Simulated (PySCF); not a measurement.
Several orderings of computed values.

All species are isolated and taken at one optimised geometry, non-relativistic unless stated. Electronic properties by PySCF.

The conformers computed, where there is a choice (atom-mapped SMILES and torsion angles):
- `[N:1]#[C:2][C@@H:3]([F:4])[CH:5][SH:6]`: C2–C3–C5–S6 -76°, H–S6–C5–C3 -23°
- `[CH2:1]=[C:2]([C:3]#[N:4])[CH:5][CH2:6][C:7]#[N:8]`: C1–C2–C5–C6 178°, C2–C5–C6–C7 -111°
- `[O:1]=[CH:2][NH:3]/[CH:4]=[C:5]/[O:6][C:7]([F:8])([F:9])[F:10]`: O1–C2–N3–C4 -1°, C2–N3–C4–C5 8°, C4–C5–O6–C7 27°, C5–O6–C7–F8 -68°
- `[O:1]=[CH:2][N:3]/[CH:4]=[CH:5]\[O:6][C:7]([F:8])([F:9])[F:10]`: O1–C2–N3–C4 -134°, C2–N3–C4–C5 -152°, C4–C5–O6–C7 8°, C5–O6–C7–F8 172°
- `[H]/[C:1]=[C:2](\[C:3]#[N:4])[CH2:5][CH2:6][C:7]#[N:8]`: C1–C2–C5–C6 115°, C2–C5–C6–C7 -62°

Task: Rank by smallest rotational constant, highest first (GFN2-xTB).
A. `C=C(C#N)[CH]CC#N` [radical]
B. `O=C[N]/C=C\OC(F)(F)F` [radical]
C. `N#C[C@@H](F)[CH]S` [radical]
D. `O=CN/C=[C]/OC(F)(F)F` [radical]
E. `[H]/[C]=C(\C#N)CCC#N` [radical]

Result: C (1.668 GHz), E (1.345 GHz), A (1.059 GHz), B (0.775 GHz), D (0.673 GHz).

Task: Rank by isotropic g value, lowest first (unrestricted B3LYP/pcH-1, mean-field spin–orbit at GFN2-xTB geometries).
A. `N#C[C@@H](F)[CH]S` [radical]
B. `O=C[N]/C=C\OC(F)(F)F` [radical]
C. `[H]/[C]=C(\C#N)CCC#N` [radical]
D. `O=CN/C=[C]/OC(F)(F)F` [radical]
E. `C=C(C#N)[CH]CC#N` [radical]

Result: C (2.00226), D (2.00237), E (2.00255), B (2.00318), A (2.00474).
